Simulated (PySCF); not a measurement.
## Mayer bond orders and bond lengths

C7H14Si.
SMILES with atom numbers: `[CH2:1]=[CH:2][C@@:3]1([CH2:4][CH3:5])[SiH2:6][C@@H:7]1[CH3:8]` (hydrogens: H9, H10 on C1; H11 on C2; H12, H13 on C4; H14, H15, H16 on C5; H17, H18 on Si6; H19 on C7; H20, H21, H22 on C8)

Cartesian coordinates in Å at the GFN2-xTB level; atoms count from 1:
```
atom  x, y, z in Å
C1     0.438    2.210    1.474
C2     0.843    1.339    0.559
C3     0.114    0.153    0.084
C4     0.831   -0.582   -1.033
C5     2.098   -1.278   -0.544
Si6   -0.889   -0.884    1.342
C7    -1.426    0.302   -0.014
C8    -2.149   -0.138   -1.267
H9     1.040    3.062    1.743
H10   -0.501    2.115    1.992
H11    1.807    1.499    0.092
H12    1.089    0.125   -1.828
H13    0.173   -1.336   -1.467
H14    2.593   -1.793   -1.365
H15    2.799   -0.564   -0.117
H16    1.850   -2.008    0.225
H17   -0.914   -0.466    2.730
H18   -1.032   -2.303    1.062
H19   -1.749    1.295    0.287
H20   -1.808    0.436   -2.130
H21   -3.218    0.029   -1.151
H22   -1.999   -1.194   -1.477
```

Bond orders from the PBE0/pcSseg-1 density (PySCF). One conformer (not necessarily the lowest) at the GFN2-xTB geometry, without solvent, vibrations or thermal averaging.

(1) How far do the computed orders between heavy atoms stray from the drawn ones?

(2) Give the Mayer order of every bond, beside its length.

## Answers

(1) The largest departure is 0.161, at C3–Si6 (drawn single, 0.839) and C7–C3 (drawn single, 0.841). Drawn single, order below 0.88: C3–Si6 (0.839) and C7–C3 (0.841).

(2) 
| bond | drawn as | length (Å) | Mayer order |
| --- | --- | --- | --- |
| C1–C2 | double | 1.326 | 1.973 |
| C2–C3 | single | 1.471 | 1.020 |
| C3–C4 | single | 1.518 | 1.038 |
| C4–C5 | single | 1.526 | 1.052 |
| C3–Si6 | single | 1.914 | 0.839 |
| Si6–C7 | single | 1.880 | 0.919 |
| C7–C8 | single | 1.512 | 1.063 |
| C7–C3 | single | 1.550 | 0.841 |
| C1–H9 | single | 1.077 | 0.944 |
| C1–H10 | single | 1.077 | 0.951 |
| C2–H11 | single | 1.084 | 0.954 |
| C4–H12 | single | 1.095 | 0.943 |
| C4–H13 | single | 1.090 | 0.938 |
| C5–H14 | single | 1.088 | 0.968 |
| C5–H15 | single | 1.087 | 0.965 |
| C5–H16 | single | 1.089 | 0.962 |
| Si6–H17 | single | 1.449 | 0.948 |
| Si6–H18 | single | 1.453 | 0.944 |
| C7–H19 | single | 1.086 | 0.932 |
| C8–H20 | single | 1.091 | 0.957 |
| C8–H21 | single | 1.089 | 0.959 |
| C8–H22 | single | 1.087 | 0.957 |

By pair of heavy elements: C–C: lowest C7–C3 (0.841, 1.550 Å), highest C1–C2 (1.973, 1.326 Å); in 2 of the 15 pairs the longer bond (by over 0.003 Å) has the higher order (by 0.02 or more). C–Si: lowest C3–Si6 (0.839, 1.914 Å), highest Si6–C7 (0.919, 1.880 Å).

Sum the orders of all bonds at each heavy atom with more than one neighbour and set the sums beside the valence in the SMILES.

C1 3.868 (drawn 4), C2 3.947 (drawn 4), C3 3.738 (drawn 4), C4 3.971 (drawn 4), C5 3.947 (drawn 4), Si6 3.650 (drawn 4), C7 3.755 (drawn 4), C8 3.936 (drawn 4). Orders between atoms that aren't bonded are not in these sums.

Mayer orders depend on the basis set.
